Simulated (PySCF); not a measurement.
Q: Write Cartesian coordinates for `[H][Sn]([CH3])([CH3])[CH3]` (SnHMe3) as optimised with PBE0-D3(BJ)/def2-SVP.

A: 
```
atom  x, y, z in Å
Sn1    0.0023   -0.0027    0.5752
H2     0.0209   -0.0021    2.3002
C3     2.0289   -0.0131   -0.1582
H4     2.5852    0.8488    0.2369
H5     2.0301    0.0412   -1.2567
H6     2.5436   -0.9347    0.1491
C7    -1.0088    1.7639   -0.1336
H8    -2.0535    1.7730    0.2090
H9    -0.9990    1.7853   -1.2331
H10   -0.5087    2.6690    0.2402
C11   -1.0286   -1.7602   -0.1271
H12   -2.0711   -1.7597    0.2225
H13   -0.5340   -2.6685    0.2455
H14   -1.0269   -1.7842   -1.2267
```

Any rigid rotation of these coordinates is as good. Atoms count from 1 in this order. Sn1 (tin bonded to 3 C and H) is tetrahedral (angles from 109.3° to 109.7°). All 3 C–Sn bonds measure 2.155 Å.

Bonds between heavy atoms (Å): Sn1–C3 2.155, Sn1–C7 2.155, Sn1–C11 2.155.

Theory: PySCF 2.14.0, PBE0-D3(BJ)/def2-SVP geometry optimisation, gas phase, def2 core potentials past Kr.

Not checked by PBE0-D3(BJ)/def2-SVP frequencies.
